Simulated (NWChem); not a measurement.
## Total energies of AlCl

```
Al
Cl 1 2.1469
```
Charge 0, spin multiplicity 1.

The numbers come from NWChem runs, not from measurements. The geometry was optimised at PBE0/def2-SVP, a minimum by its harmonic frequencies.

Basis set: cc-pVTZ (68 functions).

```
method   total energy (Ha)  relative cost
-------  -----------------  -------------
RHF             -701.51068              1
MP2             -701.75151        under 3
B2PLYP          -702.46972        under 3
PBE             -702.38617        under 3
B3LYP           -702.74963        under 3
M06-2X          -702.68254        under 3
CCSD(T)         -701.78829             20
```

Total energies of different functionals aren't comparable as a measure of quality: only differences taken within one method are. Costs are rough ratios of processor time within this set of runs, SCF included, with RHF as 1.

The correlated methods keep 10 core orbitals frozen. B3LYP has NWChem's definition, with VWN1-RPA local correlation. The structure started from a generated list of species. No row is a measurement; the coupled-cluster row has its own basis-set and correlation limits.
